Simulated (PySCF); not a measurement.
C5H13N2 (doublet state).
Z-matrix (Å and degrees, GFN2-xTB geometry), rows numbered from 1:
```
C 
C   1  1.5216
C   2  1.5390  1  111.60
N   3  1.4089  2  110.96  1  -173.19
C   4  1.3925  3  117.47  2  -124.91
C   5  1.5807  4  111.06  3    89.55
N   6  1.4293  5  114.64  4    61.58
H   1  1.0876  2  110.29  3  -177.92
H   1  1.0880  2  110.72  3    62.06
H   1  1.0884  2  110.67  3   -58.06
H   2  1.0905  1  110.36  3  -120.44
H   2  1.0922  1  109.86  3   120.70
H   3  1.1055  2  110.17  1    60.23
H   3  1.1015  2  106.98  1   -56.40
H   5  1.1047  4  114.05  3   -29.91
H   5  1.0953  4  108.81  3  -153.12
H   6  1.0923  5  107.93  4   -59.66
H   6  1.0929  5  107.39  4  -177.16
H   7  1.0139  6  110.62  5   -60.06
H   7  1.0137  6  111.36  5    60.38
```

The hyperfine couplings belong to this conformer and change with its torsions.

As a line formula: `C(C[N]CCC)N` [radical].

Computed, not measured: UKS B3LYP, pcH-1 on C H N, non-relativistic, mean-field spin-orbit, GIAO (PySCF). One conformer (not necessarily the lowest) at the GFN2-xTB geometry, without solvent, vibrations or thermal averaging. A GFN2-xTB geometry isn't a minimum of the functional, and hyperfine couplings can be far from their values at a DFT geometry. The SCF solution wasn't tested for stability.

Q: The isotropic 13C couplings are +79.7, +46.4, -35.9, -31.9, +1.3 MHz. Assign them to C1; C2; C3; C5; C6.

A: 
| site | a_iso (MHz) | ρ(0) (bohr⁻³) | position | distance from N4 (Å) | spin population | largest \|T\| (MHz) |
| --- | --- | --- | --- | --- | --- | --- |
| C1 | +1.3 | +0.0012 | 3 bonds from N4 | 3.77 | +0.01 | 2.1 |
| C2 | +46.4 | +0.0413 | 2 bonds from N4 | 2.43 | +0.04 | 9.5 |
| C3 | -31.9 | -0.0283 | 1 bond from N4 | 1.41 | -0.06 | 4.1 |
| C5 | -35.9 | -0.0319 | 1 bond from N4 | 1.39 | -0.07 | 4.7 |
| C6 | +79.7 | +0.0709 | 2 bonds from N4 | 2.45 | +0.08 | 20.3 |

Q: The isotropic 14N couplings are +34.3, +5.3 MHz. Assign them to N4; N7.

A: 
```
site  a_iso (MHz)  ρ(0) (bohr⁻³)                 position  distance from N4 (Å)  spin population  largest |T| (MHz)
  N4        +34.3        +0.1062  largest spin population                  0.00            +0.86               80.4
  N7         +5.3        +0.0165          3 bonds from N4                  2.99            +0.01                1.3
```

ρ(0) is the spin density at the nucleus and T the dipolar tensor; entries for several nuclei are means. Largest spin populations (Mulliken): N4 (+0.86), C6 (+0.08), C5 (-0.07) and H14 (+0.06). No atom but N4 exceeds +0.15. The positive populations add up to 1.13 and the negative ones to -0.13, together 2S = 1.

Examples of negative spin density at the nucleus (bohr⁻³): C5 (-0.0319) and C3 (-0.0283).

Means are taken over nuclei equivalent by connectivity, which assumes that they swap fast. The 1H value of +73.2 MHz is a mean of couplings from 5.1 to 141.3 MHz in this one geometry, not an average over conformers. The 1H value of +4.5 MHz is a mean of couplings from -6.5 to 15.4 MHz in this one geometry, not an average over conformers.
